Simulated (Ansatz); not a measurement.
CH$_{5}$FSeSi$_{2}$, SMILES `FC[SiH]1[SiH2][Se]1`. Total charge 0; spin multiplicity 1. The geometry is a stationary point of PBE0-D4/def2-TZVP. It is one conformer, not always the lowest.

```xyz
10

F    -2.501   -0.553    0.581
C    -1.534    0.443    0.628
Si   -0.208    0.134   -0.689
Si    1.788   -0.772   -0.163
Se    1.614    1.503   -0.451
H    -1.085    0.455    1.625
H    -2.026    1.407    0.462
H    -0.785    0.050   -2.051
H     2.633   -1.466   -1.163
H     2.102   -1.202    1.221
```

What is the dipole moment at ωB97M-V/def2-TZVPP? (Best estimate.)

Ansatz gave: 0.47 D, with components (0.27, -0.28, 0.25) D in this frame, pointing from negative to positive charge.

And with PBE, r2SCAN, B3LYP? (Best estimate.)

The calculation gave: PBE 0.38 D, r2SCAN 0.40 D, B3LYP 0.44 D.

Give the Mulliken charges with ωB97M-V, r2SCAN, PBE in def2-TZVPP. (An estimate is asked.)

Ansatz gave: 
```
atom  ωB97M-V  r2SCAN    PBE
  F1    -0.23   -0.24  -0.20
  C2    -0.04    0.07   0.00
 Si3     0.17    0.22   0.16
 Si4     0.12    0.23   0.15
 Se5    -0.24   -0.24  -0.19
  H6     0.11    0.07   0.10
  H7     0.11    0.07   0.09
  H8     0.00   -0.07  -0.04
  H9     0.00   -0.05  -0.03
 H10     0.00   -0.05  -0.03
```

B3LYP here is the variant with VWN-RPA as its local correlation; programs differ in this.
